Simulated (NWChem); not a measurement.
# CdSiH3F; SMILES [SiH3][Cd][F]

Computed with NWChem. Coordinates come from a PBE0/def2-SVP optimisation. def2 effective core potentials on Cd; no spin-orbit coupling. B3LYP is NWChem's, with the RPA form of VWN correlation. Static field.

Q: Order these by “anisotropy (bohr³)”, lowest first: CAM-B3LYP/def2-SVPD; B3LYP/def2-SVPD; PBE/def2-SVPD; BHandHLYP/def2-SVPD.

A: BHandHLYP/def2-SVPD (28.6), CAM-B3LYP/def2-SVPD (31.2), B3LYP/def2-SVPD (34.1), PBE/def2-SVPD (37.3)
